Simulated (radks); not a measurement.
The numbers below are computed, except where a source is named.
Problem. These are the eigenvalues of the occupied orbitals of an atom or ion with whole-number occupations (Ry). Code: a radial shooting solver on a logarithmic mesh with Libxc functionals. Model: non-relativistic Kohn-Sham, TPSS, spin-unpolarised, spherical densities, point nucleus; meta-GGA in the generalised Kohn-Sham scheme.

1s: -202.0748
2s: -18.58154
2p: -14.12722
3s: -1.53715
3p: -0.63982

Which element is it, and in what charge state? The configuration may be excited.

Solution. Z = 17, chlorine, charge 0: Cl in [Ne] 3s2 3p5. The list shows which subshells hold electrons but not how many an open one holds; the 1s level, -101.04 hartree, gives Z - s = 14.2 by -(Z - s)^2/2, which with screening narrows Z to a few neighbours, and the depths of the outer levels then fix element, charge and occupations together.
